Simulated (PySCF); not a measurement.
A calculated (PBE0, PySCF 2.14, ANO-RCC-VTZP, scalar relativity by spin-free X2C-1e) atom or ion has these occupied shells.

```tsv
shell	electrons	orbital energy (eV)	rms radius, mean of both spins (bohr)
1s α	1	-41837.4	0.0275
1s β	1	-41837.4	0.0275
2s α	1	-6765.3	0.112
2s β	1	-6765.3	0.112
2p α	3	-6060.6	0.0997
2p β	3	-6060.6	0.0997
3s α	1	-1477.5	0.291
3s β	1	-1476.6	0.291
3p α	3	-1252.1	0.290
3p β	3	-1251.2	0.290
3d α	5	-931.82	0.268
3d β	5	-931.03	0.268
4s α	1	-305.22	0.661
4s β	1	-302.77	0.661
4p α	3	-230.77	0.703
4p β	3	-228.18	0.703
4d α	5	-122.74	0.785
4d β	5	-119.77	0.785
5s α	1	-49.146	1.61
5s β	1	-47.642	1.61
5p α	3	-30.455	1.87
5p β	3	-29.255	1.87
4f α	3	-11.321	1.31
6p α	1	-6.602	5.45
```

(1) Name the element and its charge.

## Answers

(1) Pr⁺ (praseodymium, charge +1), in [Xe] 4f3 6p1, one real determinant (an excited configuration).
